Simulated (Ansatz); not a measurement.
ClF2OV (`[O]=[V]([F])([F])[Cl]`), relaxed with RKS PBE-D4/def2-SVP in Ansatz from a rough embedded geometry. The force threshold is 0.03 eV/Å; the program also tests the step.

Total charge 0; spin multiplicity 1.

Start:

```xyz
5

O    -0.424   -1.400    1.157
V    -0.053   -0.080   -0.032
F    -1.652    0.465   -0.996
F     1.277   -0.750   -1.224
Cl    0.853    1.764    1.096
```

```csv
step,energy (eV),largest force (eV/Å),largest move (Å)
1,-45663.9242,4.806,0.000
2,-45666.1289,2.440,0.194
3,-45666.3916,0.704,0.112
4,-45666.4149,0.162,0.047
5,-45666.4172,0.056,0.022
6,-45666.4175,0.004,0.006
```

End:

```xyz
5

O    -0.393   -1.192    0.994
V    -0.035   -0.075   -0.037
F    -1.470    0.366   -0.870
F     1.132   -0.707   -1.128
Cl    0.766    1.608    1.041
```

Run time 2.8 s (4 threads of a server CPU on a shared host); peak host memory 0.17 GiB.
